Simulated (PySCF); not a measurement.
In(Br)(OH)(NH2) (BrH3InNO), SMILES [NH2][In]([OH])[Br].

Geometry optimised at B3LYP-D3(BJ)/def2-SVP. The structure was generated by enumeration; whether it is a known compound was not checked. The def2 effective core potentials stand for the cores of In; spin–orbit coupling is left out. The values are those of a single conformer.

Method: PBE/def2-TZVP run with PySCF.

Isolated molecule, no solvent.

Q: Estimate the frontier levels, gap, dipole moment and polarisability. (An estimate is asked for; the answer gives what the named calculation found.)

A: 
| Property | Value |
|---|---|
| highest occupied level | -6.47 eV |
| lowest empty level | -2.90 eV |
| orbital gap | 3.57 eV |
| dipole moment | 1.71 D |
| quadrupole, principal values (traceless, Buckingham form, about the centre of nuclear charge) | -9.31, -1.30, 10.61 D·Å |
| mean static polarisability | 71.0 bohr³ (10.52 Å³) |
| polarisability, principal values | 49.6, 73.1, 90.4 bohr³ |
